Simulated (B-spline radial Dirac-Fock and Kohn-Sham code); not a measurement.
# Magnetic form factor of the 4f shell of Pr

System: the Pr atom, [Xe] 4f2 6s2 6p1 (not the ground configuration).

Model: Dirac-Fock orbitals of the configuration average with a finite nucleus. Program: a radial atomic solver. ⟨j_K⟩ is the integral of the 4f radial density with the spherical Bessel function j_K(4πsr), s = sin θ/λ.

```
s (Å⁻¹)     ⟨j0⟩    ⟨j2⟩    ⟨j4⟩    ⟨j6⟩
      0   1.0000  0.0000  0.0000  0.0000
   0.05   0.9777  0.0089  0.0000  0.0000
   0.06   0.9681  0.0126  0.0001  0.0000
   0.08   0.9443  0.0219  0.0003  0.0000
   0.09   0.9303  0.0273  0.0004  0.0000
   0.12   0.8808  0.0459  0.0013  0.0000
   0.14   0.8426  0.0597  0.0023  0.0001
   0.17   0.7799  0.0815  0.0045  0.0002
   0.21   0.6903  0.1105  0.0091  0.0007
   0.25   0.5993  0.1369  0.0153  0.0015
    0.3   0.4900  0.1638  0.0252  0.0033
   0.37   0.3547  0.1879  0.0409  0.0074
   0.45   0.2317  0.1971  0.0589  0.0141
   0.54   0.1323  0.1900  0.0756  0.0231
   0.66   0.0505  0.1643  0.0895  0.0352
    0.8   0.0034  0.1269  0.0941  0.0466
   0.97  -0.0166  0.0855  0.0878  0.0547
   1.17  -0.0186  0.0498  0.0728  0.0566
   1.42  -0.0126  0.0232  0.0524  0.0516
```

Radial moments of the shell: ⟨r²⟩ = 1.230, ⟨r⁴⟩ = 3.637, ⟨r⁶⟩ = 22.25 in powers of bohr.

Values without a named source are computed, but for edge energies of neutral atoms, which are taken from tables.
